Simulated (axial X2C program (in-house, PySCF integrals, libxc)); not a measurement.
**Worked dissociation energy of TaP: PW91, spin-free**

Calculated with an axial X2C code built on PySCF integrals. Spin-free means the one-electron spin-free X2C Hamiltonian. Basis: Ta dyall-cv3z [13s14p9d7f4g], P dyall-v3z [8s7p2d1f] (cores contracted in-house); Gaussian nuclei, density fitting, unrestricted open shells. Masses: Ta 180.948 u, P 30.974 u.

Molecular state: M_S = 1, Λ = 2 (beyond evenly filled blocks: σα, δ+α).

| Property | Result |
| --- | --- |
| E(Ta) (2M_S = 3, M_L = 0) | -15607.018877 hartree |
| E(P) (2M_S = 3, M_L = 0) | -342.087326 hartree |
| E(TaP) at Re | -15949.281289 hartree |
| ωe | 519.5 cm⁻¹ |
| ωexe | 1.44 cm⁻¹ |

(1) Work out De and D0.

The state is a single determinant with fixed occupations, the lowest that a limited PBE0 search found. Dissociation energies refer to the lowest single-determinant-based atoms at the same level and basis. Other states lie close and PBE0, whose exact exchange favours high spin, may order them wrongly; the determinant shown need not be the ground state. The nearest other spin-free determinant of the search, M_S = 0, Λ = 0, lies 0.10 eV up at the distance of the search. The functionals have no current-density term, which raises determinants with orbital currents, atoms included. The determinant is spin-polarised beyond a pure state at some levels (its spin-free form has ⟨S²⟩ too high), which makes Re and μ there less reliable.

Each atomic determinant is the lowest at this level and need not be a pure term. Totals compare only within one Hamiltonian and basis.

Answers

(1) De = -15607.018877 + (-342.087326) − (-15949.281289) = 0.17509 hartree = 4.764 eV. The zero-point energy is ωe/2 − ωexe/4 = 259 cm⁻¹ = 0.032 eV, so D0 = 4.732 eV.
